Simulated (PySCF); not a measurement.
C₅H₁₀O₂, triplet (typed; the unrestricted solution is spin-contaminated), at a GFN2-xTB geometry (a higher spin typed on purpose: for a closed-shell molecule this is an excited state), with bond 16-4 at 1.8 times its length; PBE0/STO-3G in PySCF.

Here is a job for PySCF.
```python
from pyscf import gto, scf, dft

mol = gto.Mole()
mol.atom = '''
    C    -0.73625456    0.18031274    1.50162581
    C    -0.60520756    0.18405462   -0.00498451
    C    -1.56034575   -0.77288188   -0.68318510
    C    -0.64173758    1.56773273   -0.61747268
    C     0.96848711   -0.34934101   -0.39686554
    O     1.84217162    0.55662477    0.13610481
    O     1.02552288   -1.59639469   -0.19987370
    H    -0.06594003    0.90706390    1.95627426
    H    -1.75933852    0.43698540    1.78035443
    H    -0.51929729   -0.80943847    1.89963957
    H    -2.57965495   -0.40056188   -0.57585168
    H    -1.49643221   -1.76237632   -0.23958998
    H    -1.33473584   -0.85712739   -1.74327402
    H     0.11509125    2.21377824   -0.18104230
    H    -0.48193302    1.52016241   -1.69168375
    H    -2.41012985    2.35472491   -0.28582093
    H     2.25521264    0.20545970    0.94383816
'''
mol.basis = 'sto-3g'
mol.spin = 2
mol.verbose = 3
mol.build()

mf = dft.UKS(mol)
mf.xc = 'pbe0'
mf.kernel()
mo_i, mo_e, stable_i, stable_e = mf.stability(internal=True, external=False, return_status=True, nroots=6, tol=1e-6)
print('internally stable:', stable_i, ' externally stable:', stable_e)
if not stable_i:
    umf = mf.copy()
    umf.scf_summary = {}
    umf.kernel(umf.make_rdm1(mo_i, mf.mo_occ))
mf.analyze()
```

The log (banner, timings and long lists left out):

```
converged SCF energy = -341.895521539527  <S^2> = 2.2682642  2S+1 = 3.1738079
<class 'pyscf.dft.uks.UKS'> wavefunction is stable in the internal stability analysis
internally stable: True  externally stable: None
**** MO energy ****
                             alpha | beta                alpha | beta
MO #1   energy= -19.0081160765802  | -18.9896930151707  occ= 1 | 1
MO #2   energy= -18.9783431110183  | -18.9755157478914  occ= 1 | 1
MO #3   energy= -10.0819667782561  | -10.0770833840211  occ= 1 | 1
MO #4   energy= -10.0747767174488  | -10.0640288868564  occ= 1 | 1
MO #5   energy= -10.0505455578167  | -10.0505542625134  occ= 1 | 1
MO #6   energy= -10.0432924236775  | -10.0484601103049  occ= 1 | 1
MO #7   energy= -10.0392520184217  | -10.0435494194126  occ= 1 | 1
MO #8   energy= -1.07496332180897  | -1.03856003073281  occ= 1 | 1
MO #9   energy= -0.99392793208569  | -0.953727032034945 occ= 1 | 1
MO #10  energy= -0.801068321622026 | -0.796190860130747 occ= 1 | 1
MO #11  energy= -0.681891273825928 | -0.681260395424735 occ= 1 | 1
MO #12  energy= -0.657261097655877 | -0.66736727712345  occ= 1 | 1
MO #13  energy= -0.576449650433946 | -0.556241660320091 occ= 1 | 1
MO #14  energy= -0.517626611051842 | -0.507219969035497 occ= 1 | 1
MO #15  energy= -0.461661571723472 | -0.444581939786755 occ= 1 | 1
MO #16  energy= -0.428221270360145 | -0.423726376129115 occ= 1 | 1
MO #17  energy= -0.420804432512873 | -0.420241224088733 occ= 1 | 1
MO #18  energy= -0.410919776103321 | -0.385245611094076 occ= 1 | 1
MO #19  energy= -0.38949882981173  | -0.374552560276302 occ= 1 | 1
MO #20  energy= -0.35530378685398  | -0.350936459191249 occ= 1 | 1
MO #21  energy= -0.352033231881066 | -0.326449167875569 occ= 1 | 1
MO #22  energy= -0.34847978828338  | -0.320672689983657 occ= 1 | 1
MO #23  energy= -0.310315758978176 | -0.310662868586709 occ= 1 | 1
MO #24  energy= -0.30901091554187  | -0.295152392073901 occ= 1 | 1
MO #25  energy= -0.272940350619181 | -0.233655605307439 occ= 1 | 1
MO #26  energy= -0.252024910631057 | -0.198746578845302 occ= 1 | 1
MO #27  energy= -0.229939331891706 | -0.179107990195163 occ= 1 | 1
MO #28  energy= -0.202012229148228 | -0.0269437389147086 occ= 1 | 0
MO #29  energy= -0.0585458458253663 | 0.0996482881173548 occ= 1 | 0
MO #30  energy= 0.0682316129657604 | 0.122972098417332  occ= 0 | 0
MO #31  energy= 0.307952972057833  | 0.335186822343352  occ= 0 | 0
MO #32  energy= 0.352884521497401  | 0.372402459945266  occ= 0 | 0
MO #33  energy= 0.398301374425432  | 0.39829571998085   occ= 0 | 0
MO #34  energy= 0.401864167314717  | 0.402721312030751  occ= 0 | 0
MO #35  energy= 0.441027983535903  | 0.452373624816708  occ= 0 | 0
MO #36  energy= 0.447770988574094  | 0.462260323111735  occ= 0 | 0
MO #37  energy= 0.479593089606548  | 0.483870704539763  occ= 0 | 0

To work with the spin densities directly, `use mulliken_meta_spin()` only printing them here.

 ** Mulliken spin pop alpha/beta on meta-lowdin orthogonal AOs **
 ** Mulliken Spin Density (per atom)  **
spin density of  0 C =     -0.00228
spin density of  1 C =      0.23131
spin density of  2 C =     -0.01064
spin density of  3 C =     -0.51511
spin density of  4 C =      0.55202
spin density of  5 O =      0.10666
spin density of  6 O =      0.97084
spin density of  7 H =      0.00115
spin density of  8 H =      0.01118
spin density of  9 H =      0.00316
spin density of  10 H =      0.00325
spin density of  11 H =      0.00100
spin density of  12 H =      0.00201
spin density of  13 H =      0.01214
spin density of  14 H =      0.01262
spin density of  15 H =      0.58440
spin density of  16 H =      0.03627
 ** Mulliken pop alpha/beta on meta-lowdin orthogonal AOs **
 ** Mulliken atomic charges   ( Nelec_alpha | Nelec_beta ) **
charge of  0C =     -0.15663  (     3.07717      3.07945 )
charge of  1C =      0.04992  (     3.09069      2.85938 )
charge of  2C =     -0.15439  (     3.07187      3.08251 )
charge of  3C =     -0.07691  (     2.78090      3.29601 )
charge of  4C =     -0.01883  (     3.28542      2.73341 )
charge of  5O =     -0.15902  (     4.13284      4.02618 )
charge of  6O =     -0.04186  (     4.50635      3.53551 )
charge of  7H =      0.05146  (     0.47484      0.47370 )
charge of  8H =      0.05615  (     0.47751      0.46633 )
charge of  9H =      0.05106  (     0.47605      0.47289 )
charge of  10H =      0.05181  (     0.47572      0.47247 )
charge of  11H =      0.05235  (     0.47433      0.47332 )
charge of  12H =      0.05532  (     0.47335      0.47134 )
charge of  13H =      0.05499  (     0.47858      0.46644 )
charge of  14H =      0.05165  (     0.48048      0.46787 )
charge of  15H =     -0.01763  (     0.80102      0.21661 )
charge of  16H =      0.15055  (     0.44286      0.40659 )
Dipole moment(X, Y, Z, Debye): -0.00059, -0.02501,  1.42072
```
